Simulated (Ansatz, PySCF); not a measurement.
HInO, SMILES [OH][In] (connectivity only; charge and spin as stated), neutral, multiplicity 1.

Coordinates come from a B3LYP-D3(BJ)/def2-TZVP optimisation. A frequency run showed that this geometry is not a minimum. The def2 effective core potentials stand for the cores of In; spin–orbit coupling is left out.

Vertical ionisation energy (IE) and electron affinity (EA) in eV. Rows of orbital energies are one-electron estimates. Where ΔSCF, EOM or ADC give a negative EA the extra electron is unbound and the value depends on the basis.

```csv
level,IE,EA
"−ε(HOMO), −ε(LUMO), r2SCAN/def2-TZVPD (PySCF)",6.55,1.60
"−ε(HOMO), −ε(LUMO), B3LYP/def2-TZVPD (PySCF)",7.41,1.46
"−ε(HOMO), −ε(LUMO), PBE/def2-TZVPD (PySCF)",6.25,1.83
"ΔSCF, CAM-B3LYP/def2-TZVPD (Ansatz), final states of multiplicity 2 and 2",10.04,-0.28
"ΔSCF, PBE/def2-TZVPD (Ansatz), final states of multiplicity 2 and 2",9.77,-0.28
```

**Question.** What vertical singlet–triplet gap does ΔSCF give with CAM-B3LYP/def2-TZVPD (Ansatz, a first-principles code) and with PBE/def2-TZVPD (Ansatz)? (An estimate is asked for; the answer gives what the named calculation found.)

**Answer.** 4.15 and 4.21 eV (triplet above singlet where positive).
